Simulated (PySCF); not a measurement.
Molecule: SMILES C#Cc1cnn[nH]1, C₄H₃N₃.

Bonds (- single, = double, # triple, : aromatic): C1#C2, C2-C3, C3:C4, C4:N5, N5:N6, N6:N7, N7:C3. C1 carries H8; C4 carries H9; N7 carries H10.

Frames of a GFN2-xTB Langevin trajectory at 300 K; GIAO PBE0/pcSseg-1 shieldings in PySCF, gas phase, non-relativistic; equivalent atoms averaged within each frame.

Scale: TMS for 13C (σref 186.93) and 1H (σref 31.72); NH3 for 15N (σref 267.73) (reference shieldings calculated alike). The references are static minima.

Task: How do the shifts (ppm) fluctuate along the trajectory?

Result: 
| time (fs) | C4 | C3 | C1 | C2 | N6 | N5 | N7 | H10 | H9 | H8 |
| --- | --- | --- | --- | --- | --- | --- | --- | --- | --- | --- |
| optimised geometry | 142.4 | 125.1 | 100.0 | 74.5 | 406.2 | 388.1 | 259.1 | 11.19 | 8.01 | 3.51 |
| 250 | 145.8 | 127.2 | 98.9 | 78.1 | 399.8 | 389.7 | 246.5 | 10.73 | 8.48 | 3.66 |
| 425 | 144.5 | 130.4 | 101.3 | 76.6 | 422.2 | 382.3 | 255.9 | 11.34 | 8.04 | 3.21 |
| 625 | 140.3 | 127.9 | 101.7 | 83.7 | 401.0 | 398.9 | 256.2 | 10.97 | 8.15 | 3.49 |
| 800 | 144.5 | 134.7 | 104.2 | 74.8 | 420.9 | 379.0 | 262.6 | 11.02 | 8.16 | 4.17 |
| 1000 | 155.3 | 131.5 | 105.1 | 76.0 | 407.8 | 397.3 | 244.8 | 10.88 | 8.78 | 3.55 |
| mean of frames | 146.1 | 130.3 | 102.3 | 77.8 | 410.4 | 389.4 | 253.2 | 10.99 | 8.32 | 3.62 |
| standard deviation | 5.6 | 3.0 | 2.5 | 3.5 | 10.7 | 8.8 | 7.4 | 0.23 | 0.31 | 0.35 |

5 frames give an uncertainty of the mean of about the standard deviation over 2.2 at best, since frames this close in time may not be independent; classical motion lacks zero-point vibration, and the reference would need the same averaging.
